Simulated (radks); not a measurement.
Values are calculated unless marked as measured or tabulated.
Ru IV, configuration [Kr] 4d2 5s2 5p1 (not the ground configuration). Code: a radial shooting solver on a logarithmic mesh with Libxc functionals. Model: Dirac Kohn-Sham, PBE, spin-unpolarised, spherical densities, point nucleus; open shells fill j = l - 1/2 first.

Normalised radial functions P(r) = r R(r) (large component), r in bohr:

| r | 4p1/2 |
|---|---|
| 0.001515 | 0.0024 |
| 0.002315 | 0.0044 |
| 0.003538 | 0.0084 |
| 0.005407 | 0.0162 |
| 0.008262 | 0.0318 |
| 0.01262 | 0.0617 |
| 0.01929 | 0.1160 |
| 0.02948 | 0.2034 |
| 0.04504 | 0.3153 |
| 0.06883 | 0.3901 |
| 0.1052 | 0.2897 |
| 0.1607 | -0.0964 |
| 0.2456 | -0.5460 |
| 0.3753 | -0.4376 |
| 0.5734 | 0.4179 |
| 0.8762 | 1.0983 |
| 1.339 | 0.8224 |
| 2.046 | 0.2437 |
| 3.126 | 0.0239 |
| 4.777 | 0.0005 |
| 7.3 | 0.0000 |

4p1/2: eigenvalue -98.223 eV, 2 radial nodes at r = 0.148, 0.478 bohr, <r> = 1.06 bohr, 90 % of the charge inside 1.55 bohr.
